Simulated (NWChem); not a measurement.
System meant: GaH3Se; SMILES [GaH2][SeH]

The following NWChem deck was run.

```
start job
memory heap 200 mb stack 900 mb global 1100 mb
geometry units angstroms noautosym nocenter noautoz
  Ga     0.013957     1.236581     0.000000
  H     -1.381413     1.940613     0.000000
  H      1.410891     1.938140     0.000000
  Se    -0.055303    -1.084518     0.000000
  H      1.408332    -1.226966     0.000000
end
basis spherical
  Ga library 6-31g*
  H library 6-31g*
  Se library 6-31g*
end
dft
  xc m06-l
  iterations 150
end
property
  shielding
end
task dft property
```

End of the output:

```
 Vector   37  Occ=0.000000D+00  E= 4.173104D-03
              MO Center=  1.9D-01, -3.9D-01, -7.6D-08, r^2= 5.5D+00
   Bfn.  Coefficient  Atom+Function         Bfn.  Coefficient  Atom+Function
  ----- ------------  ---------------      ----- ------------  ---------------
    50      0.982324  4 Se s                 70     -0.947536  5 H  s
    14     -0.740619  1 Ga s                 16      0.705972  1 Ga py
    51      0.599308  4 Se px                47      0.440793  4 Se px
    46     -0.392879  4 Se s                 52      0.307896  4 Se py
    69     -0.180787  5 H  s                 34      0.171289  2 H  s

 center of mass
 --------------
 x =  -0.02446729 y =   0.02901501 z =   0.00000000

 moments of inertia (a.u.)
 ------------------
         740.215531397715         -15.232404930897           0.000000000000
         -15.232404930897          21.990057764737           0.000000000000
           0.000000000000           0.000000000000         762.205589162453

     Multipole analysis of the density
     ---------------------------------

     L   x y z        total         alpha         beta         nuclear
     -   - - -        -----         -----         ----         -------
     0   0 0 0     -0.000000    -34.000000    -34.000000     68.000000

     1   1 0 0      0.250415      0.134491      0.134491     -0.018567
     1   0 1 0      0.195805     -3.787550     -3.787550      7.770905
     1   0 0 1     -0.000000     -0.000000     -0.000000      0.000000

     2   2 0 0    -27.029297    -24.214163    -24.214163     21.399029
     2   1 1 0     -0.888549     -2.051236     -2.051236      3.213922
     2   1 0 1     -0.000000     -0.000000     -0.000000      0.000000
     2   0 2 0    -28.003183   -186.164417   -186.164417    344.325651
     2   0 1 1      0.000001      0.000001      0.000001      0.000000
     2   0 0 2    -27.157363    -13.578682    -13.578682      0.000000

          -----------------------------------------
          Chemical Shielding Tensors (GIAO, in ppm)
          -----------------------------------------

 ------------------------------------------------------------------------
  xm06: d2 not coded                    0
 ------------------------------------------------------------------------
 ------------------------------------------------------------------------
  current input line :
    22: task dft property
 ------------------------------------------------------------------------
 ------------------------------------------------------------------------
 This error has not yet been assigned to a category
 ------------------------------------------------------------------------
 For more information see the NWChem manual at https://nwchemgit.github.io

0: xm06: d2 not coded:Received an Error in Communication
```

Question: Find the fault in this run and fix the input.

Answer: The run crashed. Cause: this functional's second derivatives, which shieldings need, aren't coded here; the fix takes a hybrid GGA instead. This input runs:
```
start job
memory heap 200 mb stack 900 mb global 1100 mb
geometry units angstroms noautosym nocenter noautoz
  Ga     0.013957     1.236581     0.000000
  H     -1.381413     1.940613     0.000000
  H      1.410891     1.938140     0.000000
  Se    -0.055303    -1.084518     0.000000
  H      1.408332    -1.226966     0.000000
end
basis spherical
  * library 6-31g*
end
dft
  xc pbe0
  iterations 150
end
property
  shielding
end
task dft property
```
It converges to -4327.10924 Ha (PBE0/6-31G* (spherical d), GIAO).
